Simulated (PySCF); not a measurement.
PySCF input (M06-2X/6-31G* (5d)):

```python
from pyscf import gto, dft

mol = gto.M(
    atom='''
    F    -0.00000000   -0.00000000   -2.39460900
    Be   -0.00000000   -0.00000000   -1.02112800
    Be    0.00000000    0.00000000    1.02112800
    F     0.00000000    0.00000000    2.39460900
    ''',
    basis='6-31g*',
    charge=0,
    spin=0,
    verbose=4,
)

mf = dft.RKS(mol, xc='m062x')
mf.grids.level = 4
mf.conv_tol = 1e-9
mf.max_cycle = 100
mf.max_memory = 1500
mf.kernel()
if not mf.converged:
    mf = mf.newton()
    mf.kernel(mf.make_rdm1())
mf.dip_moment()
```

Output:

```
PySCF version 2.14.0

[INPUT] verbose = 4
[INPUT] num. atoms = 4
[INPUT] num. electrons = 26
[INPUT] charge = 0
[INPUT] spin (= nelec alpha-beta = 2S) = 0
[INPUT] symmetry False subgroup None
[INPUT] Mole.unit = angstrom
[INPUT] Symbol           X                Y                Z      unit          X                Y                Z       unit  Magmom
[INPUT]  1 F      0.000000000000   0.000000000000  -2.394609000000 AA    0.000000000000   0.000000000000  -4.525155185419 Bohr   0.0
[INPUT]  2 Be     0.000000000000   0.000000000000  -1.021128000000 AA    0.000000000000   0.000000000000  -1.929652258125 Bohr   0.0
[INPUT]  3 Be     0.000000000000   0.000000000000   1.021128000000 AA    0.000000000000   0.000000000000   1.929652258125 Bohr   0.0
[INPUT]  4 F      0.000000000000   0.000000000000   2.394609000000 AA    0.000000000000   0.000000000000   4.525155185419 Bohr   0.0

nuclear repulsion = 51.990559322633
number of shells = 24
number of NR pGTOs = 108
number of NR cGTOs = 56
basis = 6-31g*
ecp = {}

******** <class 'pyscf.dft.rks.RKS'> ********
method = RKS
initial guess = minao
damping factor = 0
level_shift factor = 0
DIIS = <class 'pyscf.scf.diis.CDIIS'>
diis_start_cycle = 1
diis_space = 8
diis_damp = 0
SCF conv_tol = 1e-09
SCF conv_tol_grad = None
SCF max_cycles = 100
direct_scf = True
direct_scf_tol = 1e-13
XC library pyscf.dft.libxc version 7.1.2
    S. Lehtola, C. Steigemann, M. J. T. Oliveira, and M. A. L. Marques,  SoftwareX 7, 1–5 (2018)
XC functionals = m062x
    Y. Zhao and D. G. Truhlar,  Theor. Chem. Acc. 120, 215 (2008)
    Y. Zhao and D. G. Truhlar,  Theor. Chem. Acc. 120, 215 (2008)
radial grids:
    Treutler-Ahlrichs [JCP 102, 346 (1995); DOI:10.1063/1.469408] (M4) radial grids

becke partition: Becke, JCP 88, 2547 (1988); DOI:10.1063/1.454033
pruning grids: <function nwchem_prune>
grids dens level: 4
symmetrized grids: False
atomic radii adjust function: <function treutler_atomic_radii_adjust>
small_rho_cutoff = 0
Set gradient conv threshold to 3.16228e-05
Initial guess from minao.
tot grids = 113424
init E= -229.291014877199
  HOMO = -0.367318385685203  LUMO = -0.045622710820318  gap/eV = 8.75379
cycle= 1 E= -229.142621112476  delta_E= 0.148  |g|= 0.756  |ddm|= 1.93
  HOMO = -0.369052591676277  LUMO = -0.0209196234679756  gap/eV = 9.47318
cycle= 2 E= -229.083622441025  delta_E= 0.059  |g|= 1.03  |ddm|= 1.27
  HOMO = -0.340359662035476  LUMO = -0.0104044639847327  gap/eV = 8.97854
cycle= 3 E= -229.254958897234  delta_E= -0.171  |g|= 0.0194  |ddm|= 0.73
  HOMO = -0.332259141582497  LUMO = -0.00292927882819016  gap/eV = 8.96152
cycle= 4 E= -229.255108111748  delta_E= -0.000149  |g|= 0.00201  |ddm|= 0.0388
  HOMO = -0.333283460857212  LUMO = -0.00336270632587392  gap/eV = 8.97760
cycle= 5 E= -229.255109721925  delta_E= -1.61e-06  |g|= 0.00038  |ddm|= 0.00425
  HOMO = -0.333182603613295  LUMO = -0.00326161871117224  gap/eV = 8.97761
cycle= 6 E= -229.255109767939  delta_E= -4.6e-08  |g|= 6.13e-05  |ddm|= 0.000715
  HOMO = -0.333198462405869  LUMO = -0.0032653065683442  gap/eV = 8.97794
cycle= 7 E= -229.255109769236  delta_E= -1.3e-09  |g|= 1.02e-05  |ddm|= 8.95e-05
  HOMO = -0.333197577289153  LUMO = -0.0032634224732433  gap/eV = 8.97797
cycle= 8 E= -229.255109769279  delta_E= -4.34e-11  |g|= 1.47e-06  |ddm|= 1.61e-05
  HOMO = -0.333197152764075  LUMO = -0.00326329370651657  gap/eV = 8.97796
Extra cycle  E= -229.25510976928  delta_E= -5.68e-13  |g|= 1.2e-06  |ddm|= 2.86e-06
converged SCF energy = -229.25510976928
Dipole moment(X, Y, Z, Debye): -0.00000,  0.00000, -0.00000
```

The geometry given is a B3LYP-D3(BJ)/def2-TZVP minimum.
